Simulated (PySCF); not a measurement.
H₇NO₆Si₂, SMILES O[Si](O)(O)N[Si](O)(O)O, singlet, GFN2-xTB optimised geometry.

```
16

Si    -0.81     0.97    -1.35
O      0.82     1.09    -1.32
O     -1.34     0.25    -2.70
O     -1.39     2.48    -1.29
N     -1.28     0.00     0.00
Si    -0.63    -1.61     0.00
O      0.99    -1.61     0.00
O     -1.18    -2.48     1.25
O     -1.16    -2.32    -1.37
H      1.22     1.83    -1.76
H     -1.30    -0.71    -2.70
H     -2.31     2.61    -1.50
H     -1.41     0.45     0.88
H      1.41    -0.91    -0.51
H     -0.68    -2.46     2.06
H     -1.98    -2.80    -1.31
```

Density from PBE0/def2-TZVP (PySCF 2.14.0) at that geometry.

Minimum of the electron density along straight lines between bonded atoms, close to the bond critical point (lines longer than 1.1 times the sum of covalent radii, or with two minima, are not listed):

```tsv
bond	length / Å	ρ at the minimum / e bohr⁻³	∇²ρ there / e bohr⁻⁵	position (fraction from the first atom)
Si1–O2	1.638	0.142	0.85	0.41
Si1–O3	1.624	0.148	0.89	0.41
Si1–O4	1.623	0.147	0.90	0.41
Si1–N5	1.725	0.135	0.54	0.40
N5–Si6	1.731	0.133	0.52	0.60
Si6–O7	1.622	0.149	0.90	0.41
Si6–O8	1.622	0.148	0.90	0.41
Si6–O9	1.634	0.144	0.87	0.41
O2–H10	0.954	0.361	-2.50	0.81
O3–H11	0.958	0.355	-2.48	0.82
O4–H12	0.952	0.364	-2.53	0.81
N5–H13	1.003	0.336	___	0.74
O7–H14	0.956	0.357	-2.51	0.82
O8–H15	0.951	0.363	-2.53	0.81
O9–H16	0.954	0.361	-2.51	0.81
```

**Question.** Some entries are withheld; supply them.

**Answer.** 
- N5–H13, ∇²ρ there / e bohr⁻⁵: -1.68
